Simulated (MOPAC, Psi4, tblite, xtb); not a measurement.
Dimer HCl ··· CH3Br (SMILES Cl and CBr), singlet at R = 3.65 Å between the centres of mass, closest contact 2.68 Å (lowest of the rigid-body minima from ten starts at GFN2-xTB). Geometry in Å and degrees:

```
C
H 1 1.0842
H 1 1.0842 2 111.23
H 1 1.0842 2 111.23 3 124.60
Br 1 1.9574 2 107.64 4 117.70
Cl 4 2.8621 1 136.43 2 117.43
H 6 1.2820 4 69.55 1 0.19
```

Computed with: GFN2-xTB (tblite); SAPT0/jun-cc-pVDZ, frozen core (Psi4); BLYP/def2-TZVP, counterpoise-corrected (Psi4); BLYP-D3(BJ)/def2-TZVP, counterpoise-corrected (Psi4); PBE/def2-TZVP, counterpoise-corrected (Psi4); PBE-D3(BJ)/def2-TZVP, counterpoise-corrected (Psi4); HF/aug-cc-pVDZ, counterpoise-corrected (Psi4); MP2/aug-cc-pVDZ = DF-MP2/aug-cc-pVDZ, frozen core, counterpoise-corrected in Psi4 1.11; SCS-MP2/aug-cc-pVDZ = DF-SCS-MP2/aug-cc-pVDZ, frozen core, counterpoise-corrected in Psi4 1.11; PM6, restricted, heats of formation (MOPAC); PM7, restricted, heats of formation (MOPAC); GFN1-xTB (xtb).

Problem. What interaction energy does each level give?

Solution. 
```tsv
method	E_int / kcal/mol
PBE-D3(BJ)/def2-TZVP	-3.86
BLYP-D3(BJ)/def2-TZVP	-3.63
GFN2-xTB	-3.10
MP2/aug-cc-pVDZ	-2.75
PBE/def2-TZVP	-2.71
PM7	-2.63
GFN1-xTB	-2.55
SAPT0/jun-cc-pVDZ	-2.39
SCS-MP2/aug-cc-pVDZ	-2.02
PM6	-1.95
BLYP/def2-TZVP	-1.18
HF/aug-cc-pVDZ	-0.43
```
